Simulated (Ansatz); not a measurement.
`CC[SiH](C)C[SiH](C)C[SiH](C)C`. Charge 0, multiplicity 1. Geometry PBE-D4/def2-SVP; atoms count from 1.

| atom | x (Å) | y (Å) | z (Å) |
| --- | --- | --- | --- |
| C1 | 2.327 | -2.050 | -2.080 |
| C2 | 0.977 | -1.738 | -2.740 |
| Si3 | 0.601 | 0.117 | -2.933 |
| C4 | 1.858 | 0.925 | -4.099 |
| C5 | 0.616 | 0.985 | -1.246 |
| Si6 | -0.405 | 0.162 | 0.123 |
| C7 | -2.170 | -0.173 | -0.470 |
| C8 | -0.424 | 1.236 | 1.686 |
| Si9 | -1.440 | 0.586 | 3.150 |
| C10 | -1.234 | 1.722 | 4.651 |
| C11 | -0.917 | -1.179 | 3.591 |
| H12 | 3.176 | -1.620 | -2.653 |
| H13 | 2.509 | -3.142 | -2.001 |
| H14 | 2.382 | -1.637 | -1.051 |
| H15 | 0.920 | -2.200 | -3.751 |
| H16 | 0.148 | -2.198 | -2.157 |
| H17 | -0.777 | 0.260 | -3.537 |
| H18 | 1.843 | 0.445 | -5.100 |
| H19 | 2.888 | 0.839 | -3.695 |
| H20 | 1.637 | 2.003 | -4.235 |
| H21 | 1.669 | 1.068 | -0.895 |
| H22 | 0.251 | 2.027 | -1.385 |
| H23 | 0.248 | -1.158 | 0.465 |
| H24 | -2.177 | -0.823 | -1.368 |
| H25 | -2.681 | 0.775 | -0.738 |
| H26 | -2.772 | -0.669 | 0.318 |
| H27 | 0.627 | 1.379 | 2.024 |
| H28 | -0.805 | 2.246 | 1.412 |
| H29 | -2.900 | 0.576 | 2.757 |
| H30 | -1.546 | 2.760 | 4.415 |
| H31 | -1.845 | 1.370 | 5.508 |
| H32 | -0.174 | 1.753 | 4.980 |
| H33 | -1.090 | -1.876 | 2.746 |
| H34 | 0.164 | -1.217 | 3.842 |
| H35 | -1.483 | -1.555 | 4.467 |

(1) Estimate the Mulliken populations of the heavy atoms from the PBE0/def2-TZVP orbitals of Ansatz.

(2) And the Mayer bond orders between heavy atoms (over 0.3)?

## Answers

(1) 
```csv
atom,charge (e)
C1,-0.40
C2,-0.28
Si3,0.25
C4,-0.49
C5,-0.40
Si6,0.19
C7,-0.48
C8,-0.39
Si9,0.27
C10,-0.49
C11,-0.49
```
Mulliken values depend strongly on the basis.

(2) C1–C2 0.99 (1.54 Å); C2–Si3 0.97 (1.90 Å); Si3–C4 1.01 (1.89 Å); Si3–C5 0.96 (1.90 Å); C5–Si6 0.99 (1.90 Å); Si6–C7 0.99 (1.89 Å); Si6–C8 0.99 (1.90 Å); C8–Si9 0.97 (1.90 Å); Si9–C10 1.01 (1.89 Å); Si9–C11 0.99 (1.89 Å).
